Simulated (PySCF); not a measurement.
Mapped SMILES: `[CH3:1][Si:2]([CH3:3])([CH3:4])[CH3:5]` (H(Xn): hydrogen on atom n).

Geometry: GFN2-xTB; GIAO absolute shieldings from PySCF 2.14.0 with density-fitted response routines, gas phase, non-relativistic, averaged over equivalent atoms.

At B3LYP/pcSseg-0 (73 basis functions, 4.3 s wall time on 1 thread of an Intel Xeon, shared host):
```json
{"atoms": "C1/C3/C4/C5", "σ (ppm)": "190.7"}
{"atoms": "Si2", "σ (ppm)": "328.6"}
{"atoms": "H(C1)/H(C3)/H(C4)/H(C5)", "σ (ppm)": "33.34"}
```

**Question.** Predict the values at CAM-B3LYP/pcSseg-0 on the same geometry.

**Answer.** 
| atoms | σ at CAM-B3LYP/pcSseg-0 | change |
| --- | --- | --- |
| C1/C3/C4/C5 | 194.4 | +3.7 |
| Si2 | 339.3 | +10.7 |
| H(C1)/H(C3)/H(C4)/H(C5) | 33.32 | -0.02 |

The largest change is at Si2 (silicon bonded to 4 C). Cost: 73 basis functions, 5.8 s wall time on 1 thread of an Intel Xeon, shared host.
